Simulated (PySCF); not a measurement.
Computed XPS line lists of a few unrelated compounds.

Computed with delta-SCF UKS SCAN, pcX-2 on the ionised atom, pcseg-1 elsewhere, spin-free X2C (PySCF 2.14.0). Geometries: PBE0-D3(BJ)/def2-SVP; isolated species, one conformer each.

Line lists (1s up to Mg, 2p3/2 beyond, nothing for Se; areas count atoms within a level, one atom standing for each set equivalent by bonding):
1. C 1s: 289.91 (area 2), 290.49 (area 2) eV; Si 2p3/2: 106.15 eV
2. C 1s: 289.99 (area 1), 290.47 (area 1), 290.66 (area 1) eV; Si 2p3/2: 106.64 eV
3. B 1s: 199.77 eV; C 1s: 291.06 eV; F 1s: 693.60 eV
4. C 1s: 290.11 (area 1), 290.18 (area 1), 290.33 (area 1), 290.36 (area 1), 290.80 (area 1) eV
5. C 1s: 284.92 (area 1), 285.85 (area 2) eV; Si 2p3/2: 99.37 eV

Structures:
A. `C1CC[SiH2]C1`
B. `C=CC[SiH3]`
C. `CB(F)F`
D. `c1cc(C)c[se]1`
E. `[SiH2-]C1CC1`

**Question.** Which list belongs to which compound?

**Answer.** 
- 1 = A: no other candidate has these counts of sites. C 1s: 289.91 sp3 carbon bound to silicon (×2), 290.49 ring CH2 carbon (×2); Si 2p3/2: 106.15 SiH2 silicon.
- 2 = B: no other candidate has these counts of sites. C 1s: 289.99 terminal =CH2 carbon, 290.47 sp3 carbon bound to silicon, 290.66 alkene CH carbon; Si 2p3/2: 106.64 SiH3 silicon.
- 3 = C: no other candidate has this set of levels. B 1s: 199.77 three-coordinate boron; C 1s: 291.06 sp3 carbon bound to boron; F 1s: 693.60 boron-bound fluorine (×2).
- 4 = D: no other candidate has this set of levels. C 1s: 290.11 aromatic CH carbon, 290.18 aromatic CH carbon, 290.33 substituted aromatic carbon, 290.36 aromatic CH carbon, 290.80 benzylic-type carbon.
- 5 = E: no other candidate has these counts of sites. C 1s: 284.92 sp3 carbon bound to silicon, 285.85 three-membered-ring carbon (×2); Si 2p3/2: 99.37 silicon bonded to C and 2 H.

The 2p values aren't plain energy differences: one relaxed spin-free 2p hole is combined with a matrix within the shell (ground-state 2p orbital-energy differences and spin–orbit coupling). 2p3/2, the mean of its two sublevels, lies a third of the splitting below the shell's mean and 2p1/2 two thirds above it; the statistical areas are 2:1.
